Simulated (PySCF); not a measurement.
**ORD: `InChI=1S/C5H11FOSi/c6-2-1-5-4(7)3-8-5/h4-5,7H,1-3,8H2/t4-,5-/m0/s1`**

Geometry:
| atom | x (Å) | y (Å) | z (Å) |
| --- | --- | --- | --- |
| O1 | -1.433 | -0.950 | 1.456 |
| C2 | -1.281 | -0.889 | 0.058 |
| C3 | -2.237 | 0.194 | -0.476 |
| Si4 | -0.790 | 1.418 | -0.699 |
| C5 | 0.072 | -0.270 | -0.393 |
| C6 | 1.217 | -0.386 | 0.604 |
| C7 | 2.457 | 0.343 | 0.113 |
| F8 | 2.949 | -0.254 | -1.025 |
| H9 | -0.824 | -1.606 | 1.810 |
| H10 | -1.459 | -1.885 | -0.377 |
| H11 | -3.005 | 0.432 | 0.256 |
| H12 | -2.728 | -0.115 | -1.395 |
| H13 | -0.623 | 2.390 | 0.381 |
| H14 | -0.602 | 2.023 | -2.016 |
| H15 | 0.382 | -0.741 | -1.328 |
| H16 | 1.477 | -1.438 | 0.766 |
| H17 | 0.926 | 0.052 | 1.561 |
| H18 | 3.266 | 0.310 | 0.851 |
| H19 | 2.228 | 1.380 | -0.154 |

The calculation used TDDFT CAM-B3LYP/def2-SVPD circular dichroism and optical rotation, one conformer, gas phase (PySCF 2.14.0). Geometry: GFN2-xTB.

The molecule is flexible and this is one conformer; a measurement averages over conformers.

Stereocentres: C2 S, C5 S.

Give the optical rotatory dispersion at 633, 589.3, 546, 436, 405, 365, 355 nm.

[α] in deg dm⁻¹ (g/mL)⁻¹:
```csv
λ (nm),origin-invariant length gauge,modified velocity gauge,length gauge (centre of mass),isotropic polarisability (au)
633,-111.1,-108.7,-111.2,90.6
589.3,-129.9,-127.1,-130.1,90.9
546,-153.8,-150.6,-154.1,91.2
436,-258.8,-254.0,-259.3,92.9
405,-310.0,-304.5,-310.6,93.6
365,-404.6,-398.2,-405.5,94.9
355,-435.8,-429.1,-436.8,95.3
```

And for the mirror image at 589.3 nm?

+129.9 deg dm⁻¹ (g/mL)⁻¹ (origin-invariant length gauge): the same size and the opposite sign.

What is the molar rotation [Φ] = [α]·M/100 of the geometry above at 589.3 nm?

With M = 134.22 g/mol, -174.3 deg cm² dmol⁻¹ (origin-invariant length gauge).

The first excitation lies at 6.74 eV (184 nm) with R = -4.7 × 10⁻⁴⁰ esu² cm² (velocity form).
